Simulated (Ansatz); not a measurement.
A nudged elastic band was laid between two geometries of C2H8Sn (11 atoms, charge 0, multiplicity 1).

Theory: RKS PBE0-D4/def2-SVP (Ansatz).

| Property | Result |
| --- | --- |
| movable images | 1 |
| climbing image | no |
| spring | 5.0 eV/Å² |
| optimiser | quadratic models (default) |
| start path | through a guess of the saddle point |
| force threshold | 0.03 eV/Å |
| iteration limit | 60 |
| end points | relaxed |

First end point:

```xyz
11
Properties=species:S:1:pos:R:3
Sn 0.097 -0.075 0.305
H -0.454 -0.306 1.918
C 2.241 0.124 0.291
H 2.714 -0.784 0.691
H 2.595 0.285 -0.737
H 2.545 0.982 0.908
C -0.806 1.697 -0.521
H -1.895 1.569 -0.605
H -0.601 2.562 0.126
H -0.395 1.897 -1.521
H -0.360 -1.445 -0.630
```

Last end point:

```xyz
11
Properties=species:S:1:pos:R:3
Sn -1.000 -0.407 0.318
H 1.440 0.074 1.536
C 2.164 0.073 0.704
H 3.027 -0.533 1.006
H 1.736 -0.362 -0.213
H 2.473 1.107 0.500
C -0.925 1.650 -0.477
H -1.712 1.749 -1.245
H -1.103 2.402 0.305
H 0.038 1.852 -0.970
H -0.455 -1.099 -1.239
```

**Question.** Which bonds break or form, and what moves?

**Answer.** Bonds broken: Sn1–H2, Sn1–C3. Bonds formed: H2–C3. C2H8Sn becomes CH4 + CH4Sn.

**Question.** What energy profile does the band end with?

**Answer.** The forces met the threshold. The highest image is number 1 of 0 to 2, 0.40 eV above the first end and 0.02 eV above the last; the last end lies 0.38 eV above the first. No image climbed, so the highest image needn't sit at the top of the path. A band with more images between the same ends climbed to 2.37 eV, so this one has probably stepped over the top. So few images can step over the top or miss a turn of the path. The orbitals stay closed-shell, which can raise the energy where a bond breaks towards radicals; this wasn't checked here.

```json
{"image": "0", "path coordinate (Å)": "0.00", "energy (eV)": "0.00", "Sn1–H2 (Å)": "1.72", "Sn1–C3 (Å)": "2.15", "H2–C3 (Å)": "3.18"}
{"image": "1", "path coordinate (Å)": "3.69", "energy (eV)": "0.40", "Sn1–H2 (Å)": "2.84", "Sn1–C3 (Å)": "3.26", "H2–C3 (Å)": "1.10"}
{"image": "2", "path coordinate (Å)": "7.38", "energy (eV)": "0.38", "Sn1–H2 (Å)": "2.77", "Sn1–C3 (Å)": "3.22", "H2–C3 (Å)": "1.10"}
```

**Question.** What is the geometry of the highest image?

**Answer.** 
```xyz
11
Properties=species:S:1:pos:R:3
Sn -0.974 -0.399 0.481
H 1.432 0.571 1.634
C 2.176 0.338 0.855
H 1.764 -0.323 0.075
H 2.509 1.273 0.388
H 3.022 -0.176 1.328
C -1.005 1.412 -0.786
H -1.896 2.018 -0.561
H -0.123 2.024 -0.529
H -0.968 1.189 -1.861
H -0.258 -1.422 -0.798
```

Time of the run: 53 s on 2 threads of Arm Neoverse V2 (shared host), peak memory 0.2 GiB.
